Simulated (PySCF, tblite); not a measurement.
What does the GFN2-xTB structure of `[O+]=C1CO[C@@H](OC(F)F)C1` [radical] look like in three dimensions? (Charge +1 and doublet state.)

```xyz
16
C5H6F2O3 angstrom
O     -3.1640    0.1395   -0.3122
C     -2.0313    0.1225   -0.0180
C     -1.2367   -1.1783    0.4471
O     -0.1472   -0.6993    1.0890
C      0.3035    0.4690    0.4458
O      0.9943    0.1852   -0.7572
C      2.2823   -0.2457   -0.6184
F      3.0276    0.6451    0.0429
F      2.3260   -1.3881    0.0864
C     -0.9922    1.2053    0.0404
H     -1.0257   -1.6332   -0.5418
H     -1.7980   -1.8676    1.0848
H      0.9462    1.0086    1.1526
H      2.7009   -0.4142   -1.6259
H     -1.2885    1.9674    0.7687
H     -0.9049    1.6925   -0.9364
```

Orientation and origin are arbitrary. Atoms count from 1 in this order. The 3 C–C bonds span 1.502 Å (C2–C10, drawn single) to 1.594 Å (C2–C3, drawn single), a spread of 0.092 Å. C2 (carbon bonded to 2 C and O) is planar (angles 132.0°, 124.6° and 103.4°, sum 360.0°, 0.00 Å off the plane of its three neighbours). O6 (oxygen bonded to 2 C) is bent (angle 115.9°). The 5-membered ring C2–C3–O4–C5–C10 has internal angles of 103.4° to 109.6°; it is puckered, 0.15 Å rms from its mean plane, widest ring torsion 39°.

Bonds between heavy atoms (Å): O1=C2 1.170, C2–C3 1.594, C3–O4 1.352, O4–C5 1.408, C5–O6 1.416, O6–C7 1.365, C7–F8 1.337, C7–F9 1.343, C5–C10 1.545, C2–C10 1.502.

Structure optimised with GFN2-xTB, isolated species. This method treats the open shell by occupation alone, without spin polarisation.

Point group: C1 (no symmetry element, even within 0.4 Å). Its GFN2-xTB frequencies are all real (lowest 30 cm⁻¹). Torsions: O4–C5–O6–C7 -78°, C5–O6–C7–F8 -58°, O1–C2–C3–O4 -161°, C2–C3–O4–C5 -36°, C3–O4–C5–O6 -76°, O4–C5–C10–C2 -23°.

One conformer stands for the species.

All values are computed, not measured.
